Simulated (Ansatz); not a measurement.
Cost and result for the atomization energy of CH₅AlO₃ (10 atoms, 7 bonds).

```xyz
10

O    -1.541   -0.368    1.373
C     0.478   -0.461   -1.019
O     0.516    0.398   -1.873
O     0.749   -1.744   -1.319
Al    0.048   -0.025    0.896
H    -1.862   -0.290    2.269
H    -0.151    1.825   -0.334
H     0.946   -1.784   -2.271
H     1.178    0.389    1.919
H    -0.362    2.061    0.358
```

The species carries charge 0 and has multiplicity 1. The bonds changed during the relaxation, so this is another structure than the one it started from. The geometry is a stationary point of PBE0-D4/def2-TZVP. It is one conformer, not always the lowest. Program: Ansatz. All runs use 4 threads of an Arm Neoverse V2 on a shared host. Times are those of one run each, without the atoms' runs, and a repeat can differ threefold. Electronic energies, without spin–orbit coupling; frozen cores. CCSD(T)/CBS adds CCSD(T) − MP2 in def2-TZVPP to the MP2 limit, and its time is that of the two runs behind it. T1 = 0.016. B3LYP takes the VWN-RPA correlation (the form of Gaussian; ORCA's B3LYP/G).

CCSD(T)/CBS is a level of theory with its own doubt, some kJ/mol a heavy atom from the limit and from the frozen cores, so smaller differences don't rank the functionals.

```csv
level,functions,wall time,atomization (kJ/mol),difference from CCSD(T)/CBS,per bond
PBE-D4/def2-TZVPP (with forces),236,1.9 s,3701.8,71.0,10.1
PBE0-D4/def2-TZVPP,236,2 s,3576.7,-54.1,-7.7
B3LYP-D4/def2-TZVPP (with forces),236,3.2 s,3602.9,-27.9,-4.0
r2SCAN-D4/def2-TZVPP (with forces),236,3.9 s,3629.5,-1.3,-0.2
B2PLYP/def2-TZVPP,236,4.2 s,3576.3,-54.5,-7.8
ωB97X-V/def2-TZVPP,236,6 s,3617.0,-13.8,-2.0
ωB97M-V/def2-TZVPP (with forces),236,8.5 s,3627.2,-3.6,-0.5
MP2/def2-QZVPP,448,17 s,3687.5,56.7,8.1
CCSD(T)/def2-TZVPP,236,110 s,3517.8,-113.0,-16.1
CCSD(T)/CBS(def2),–,2.2 min,3630.8,0.0,0.0
```

From PBE to PBE0 (25 % exact exchange), in def2-TZVPP and without D4, the atomization energy moves by −122.6 kJ/mol: exact exchange takes away binding that semilocal exchange gives to molecules. In def2-TZVPP, CCSD(T) changes the Hartree–Fock value by +1068.4 kJ/mol (the triples alone add +70.9 kJ/mol) and MP2 by +1170.7 kJ/mol; breaking electron pairs costs correlation energy, which Hartree–Fock lacks. The D4 term adds +26.4 kJ/mol with B3LYP and +13.9 kJ/mol with PBE0; it sums over pairs of atoms, weighted by their polarisabilities, and B3LYP, whose exchange is more repulsive, gets the larger term.
